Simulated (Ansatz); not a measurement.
Al₂Cl₄H₂, SMILES `[Cl][Al@H-]1[Cl+][Al@@H-]([Cl])[Cl+]1` from Hartree–Fock to CCSD(T)

```xyz
8

Cl    1.4302    1.3802   -2.3319
Al    1.3820   -0.0551   -0.8158
Cl   -0.5923   -1.1942   -0.9473
Al   -1.2884   -0.1310    0.9494
Cl   -2.7580    1.2613    0.4368
Cl    0.7156    0.9488    1.1233
H     2.5529   -1.0483   -0.5277
H    -1.4420   -1.1617    2.1132
```

The species carries charge 0 and has multiplicity 1. All single points use the PBE0-D4/def2-TZVP geometry. Frozen core, restricted reference, the Gaussian-basis code of Ansatz. CBS rows extrapolate triple and quadruple zeta; past MP2 they add the triple-zeta difference.

```json
{"basis": "def2-SVP", "HF (Eh)": "-2322.59611", "MP2 corr.": "-0.65917"}
{"basis": "def2-TZVPP", "HF (Eh)": "-2323.39251", "MP2 corr.": "-0.91629"}
{"basis": "def2-QZVPP", "HF (Eh)": "-2323.45794", "MP2 corr.": "-1.00928"}
```

Problem. Estimate the CCSD correlation energy and the (T) correction in each basis where they were run (hartree).

Solution. 
```csv
basis,CCSD corr.,(T)
def2-SVP,-0.72161,-0.01488
def2-TZVPP,-0.99177,-0.04162
CBS(def2),-1.15364,as TZ
```
